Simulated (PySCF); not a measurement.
**Spinor energies of K¹⁴⁺ (potassium, charge +14)**

Start: [He] 2s2 2p1; 2p3/2 filled at m_j = +3/2. Calculated with PySCF 2.14 in an uncontracted even-tempered set (17 s from 2.6 bohr⁻², ratio 2.4; 11 p from 3.4 bohr⁻², ratio 2.4; 5 d from 12 bohr⁻², ratio 2.6; 4 f from 19 bohr⁻², ratio 2.6): generalised Hartree-Fock with the X2C-1e Hamiltonian and a Gaussian nucleus; one run each with spin-orbit coupling (SO) screened by Boettger's factors, then bare. This is a chosen level, not necessarily the ground level.

```json
{"spinor shell": "1s1/2", "electrons": "2", "ε, screened SO (eV)": "-4317.1", "ε, bare SO (eV)": "-4317.1", "weight of nominal j (bare SO)": "1.000", "rms radius, bare SO (bohr)": "0.0928"}
{"spinor shell": "2s1/2", "electrons": "2", "ε, screened SO (eV)": "-894.61", "ε, bare SO (eV)": "-894.62", "weight of nominal j (bare SO)": "1.000", "rms radius, bare SO (bohr)": "0.376"}
{"spinor shell": "2p3/2", "electrons": "1", "ε, screened SO (eV)": "-859.20", "ε, bare SO (eV)": "-859.06", "weight of nominal j (bare SO)": "1.000", "rms radius, bare SO (bohr)": "0.330"}
```

```tsv
quantity	screened SO	bare SO
E (hartree)	-455.78796	-455.78256
M_J	3/2	3/2
⟨J²⟩	3.750	3.750
⟨L²⟩	2.000	2.000
⟨S²⟩	0.750	0.750
```

Each row is a mean over spinors that exchange with the open shell spreads, by up to 14.505 eV (2s1/2).
